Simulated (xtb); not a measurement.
Br4Zr (SMILES [Br][Zr]([Br])([Br])[Br]), singlet, from a rough starting geometry (GFN-xTB shapes and energies of metal compounds can be far from the true ones); GFN2-xTB run with xtb 6.7.1.

The xtb input:
```
$ xtb mol.xyz --gfn 2 --opt vtight --json

# file mol.xyz
5

Zr     0.03863001     0.00998923     0.00617466
Br     1.96641180    -0.53853758    -1.38987574
Br     0.81046902     0.28476744     2.37338817
Br    -1.02857380     2.09530494    -0.76918100
Br    -1.63666434    -1.88902579    -0.12458138
```

Task: Write the output that xtb gives for this input, abridged.

Result: 
```
   ID    Z sym.   atoms
    1   40 Zr     1
    2   35 Br     2-5

           -------------------------------------------------
          |                Calculation Setup                |
           -------------------------------------------------

           -------------------------------------------------
          |                 G F N 2 - x T B                 |
           -------------------------------------------------

          ...................................................
          :                      SETUP                      :
          :.................................................:
          :  # basis functions                  50          :
          :  # atomic orbitals                  45          :
          :  # shells                           15          :
          :  # electrons                        32          :
          :  max. iterations                   250          :
          :  Hamiltonian                  GFN2-xTB          :
          :  restarted?                      false          :
          :  GBSA solvation                  false          :
          :  PC potential                    false          :
          :  electronic temp.          300.0000000     K    :
          :  accuracy                    1.0000000          :
          :  -> integral cutoff          0.2500000E+02      :
          :  -> integral neglect         0.1000000E-07      :
          :  -> SCF convergence          0.1000000E-05 Eh   :
          :  -> wf. convergence          0.1000000E-03 e    :
          :  Broyden damping             0.4000000          :
          :  net charge                          0          :
          :  unpaired electrons                  0          :
          ...................................................

 iter      E             dE          RMSdq      gap      omega  full diag
   1    -18.1162465 -0.181162E+02  0.628E+00    1.34       0.0  T
   2    -18.2396416 -0.123395E+00  0.785E+00    3.46       1.0  T
   3    -18.2682111 -0.285695E-01  0.622E+00    3.01       1.0  T
   4    -18.2406720  0.275391E-01  0.464E+00    1.66       1.0  T
   5    -18.2851145 -0.444425E-01  0.806E-01    2.55       1.0  T
   6    -18.2860363 -0.921842E-03  0.271E-01    2.42       1.0  T
   7    -18.2860523 -0.159347E-04  0.562E-02    2.41       1.0  T
   8    -18.2860510  0.130275E-05  0.341E-02    2.41       1.3  T
   9    -18.2860533 -0.230213E-05  0.704E-03    2.40       6.4  T
[...]
 * total energy  :   -18.2250349 Eh     change        0.1292151E-01 Eh
 * total energy  :   -18.2374503 Eh     change       -0.1241538E-01 Eh
 * total energy  :   -18.2222087 Eh     change        0.1524154E-01 Eh
 * total energy  :   -18.2376955 Eh     change       -0.1548673E-01 Eh
 * total energy  :   -18.2201118 Eh     change        0.1758369E-01 Eh
 * total energy  :   -18.2384109 Eh     change       -0.1829912E-01 Eh
 * total energy  :   -18.2314645 Eh     change        0.6946371E-02 Eh
 * total energy  :   -18.2391760 Eh     change       -0.7711443E-02 Eh
 * total energy  :   -18.2392042 Eh     change       -0.2826519E-04 Eh
 * total energy  :   -18.2392072 Eh     change       -0.2948537E-05 Eh
 * total energy  :   -18.2392083 Eh     change       -0.1095809E-05 Eh
 * total energy  :   -18.2392083 Eh     change       -0.4113261E-09 Eh
   *** GEOMETRY OPTIMIZATION CONVERGED AFTER 13 ITERATIONS ***
         :: total energy             -18.239208293042 Eh    ::
[...]
       ...                                ...                  ...
        45                          1.5016449              40.8618
      -------------------------------------------------------------
                  HL-Gap            0.0913229 Eh            2.4850 eV
             Fermi-level           -0.4071323 Eh          -11.0786 eV

     #   Z          covCN         q      C6AA      α(0)
     1  40 Zr       3.033     1.137   100.422    24.113
     2  35 Br       0.759    -0.284   192.431    22.364
     3  35 Br       0.759    -0.284   192.431    22.364
     4  35 Br       0.759    -0.284   192.431    22.364
     5  35 Br       0.759    -0.284   192.431    22.364

 Mol. C6AA /au·bohr⁶  :       4195.113892
 Mol. C8AA /au·bohr⁸  :     315335.730432
 Mol. α(0) /au        :        113.570729

Wiberg/Mayer (AO) data.
largest (>0.10) Wiberg bond orders for each atom

 ---------------------------------------------------------------------------
     #   Z sym  total        # sym  WBO       # sym  WBO       # sym  WBO
 ---------------------------------------------------------------------------
     1  40 Zr   4.262 --     4 Br   1.065     3 Br   1.065     2 Br   1.065
                             5 Br   1.065
     2  35 Br   1.192 --     1 Zr   1.065
     3  35 Br   1.192 --     1 Zr   1.065
     4  35 Br   1.192 --     1 Zr   1.065
     5  35 Br   1.192 --     1 Zr   1.065
 ---------------------------------------------------------------------------

Topologies differ in total number of bonds
Writing topology from bond orders to xtbtopo.mol

molecular dipole:
                 x           y           z       tot (Debye)
 q only:        0.000      -0.000      -0.000
   full:        0.000      -0.000      -0.000       0.000
molecular quadrupole (traceless):
                xx          xy          yy          xz          yz          zz
 q only:       -0.000      -0.000       0.000       0.000       0.000       0.000
  q+dip:        0.000      -0.000      -0.000       0.000       0.000      -0.000
   full:        0.000      -0.000      -0.000       0.000       0.000      -0.000

optimized geometry written to: xtbopt.xyz

           -------------------------------------------------
          | TOTAL ENERGY              -18.239208293042 Eh   |
          | GRADIENT NORM               0.000001998438 Eh/α |
          | HOMO-LUMO GAP               2.485023083459 eV   |
           -------------------------------------------------

normal termination of xtb
```
